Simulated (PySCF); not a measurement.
**SMILES c1cnc(C=S)nc1, C$_{5}$H$_{4}$N$_{2}$S**

Molfile (atoms numbered from 1):
```
C5H4N2S
     RDKit          3D

 12 12  0  0  0  0  0  0  0  0999 V2000
    3.5008    0.6894    0.1269 S   0  0  0  0  0  0  0  0  0  0  0  0
    2.3368   -0.4189   -0.0196 C   0  0  0  0  0  0  0  0  0  0  0  0
    0.8808   -0.1666   -0.0278 C   0  0  0  0  0  0  0  0  0  0  0  0
    0.1229   -1.2618   -0.1650 N   0  0  0  0  0  0  0  0  0  0  0  0
   -1.1929   -1.0837   -0.1786 C   0  0  0  0  0  0  0  0  0  0  0  0
   -1.7683    0.1782   -0.0562 C   0  0  0  0  0  0  0  0  0  0  0  0
   -0.8835    1.2491    0.0822 C   0  0  0  0  0  0  0  0  0  0  0  0
    0.4301    1.0841    0.0967 N   0  0  0  0  0  0  0  0  0  0  0  0
    2.5648   -1.4900   -0.1289 H   0  0  0  0  0  0  0  0  0  0  0  0
   -1.8129   -1.9807   -0.2913 H   0  0  0  0  0  0  0  0  0  0  0  0
   -2.8499    0.3224   -0.0676 H   0  0  0  0  0  0  0  0  0  0  0  0
   -1.2541    2.2761    0.1846 H   0  0  0  0  0  0  0  0  0  0  0  0
  1  2  2  0
  2  3  1  0
  3  4  2  0
  4  5  1  0
  5  6  2  0
  6  7  1  0
  7  8  2  0
  8  3  1  0
  2  9  1  0
  5 10  1  0
  6 11  1  0
  7 12  1  0
M  END
```

Computed with quadratic response CAM-B3LYP/aug-cc-pVDZ first hyperpolarisability, Taylor convention, gas phase in PySCF 2.14.0. Geometry: PBE0-D3(BJ)/def2-SVP.

Question: What is the first hyperpolarisability, and how does it disperse?

Answer: In 10⁻³⁰ esu, Taylor convention; the vector part is βᵢ = ⅓ Σⱼ (βᵢⱼⱼ + βⱼᵢⱼ + βⱼⱼᵢ); β∥ is 3/5 of the vector part along the dipole, the dipole points from − to +:
| process | λ (nm) | β vector norm | β∥ | β HRS | depolarisation ratio |
| --- | --- | --- | --- | --- | --- |
| static β(0;0,0) | ∞ | 4.63 | 2.76 | 1.90 | 5.17 |
| second harmonic β(−2ω;ω,ω) | 1907 | 5.16 | 3.08 | 2.12 | 5.14 |
| Pockels β(−ω;ω,0) | 1907 | 4.80 | 2.86 | – | – |
| Pockels β(−ω;ω,0) | 1064 | 5.20 | 3.10 | – | – |

Second harmonics within 0.3 eV of the first excitation or beyond it are left out.

Question: Which lowest excitations, dipole and polarisabilities go with it?

Answer: S1 1.89 eV (f = 0.000); S2 3.67 eV (f = 0.000); S3 4.46 eV (f = 0.004); dipole 4.35 D; isotropic α 96.6 au static, 97.1 au at 1907 nm, 98.4 au at 1064 nm, 98.8 au at 953.5 nm.
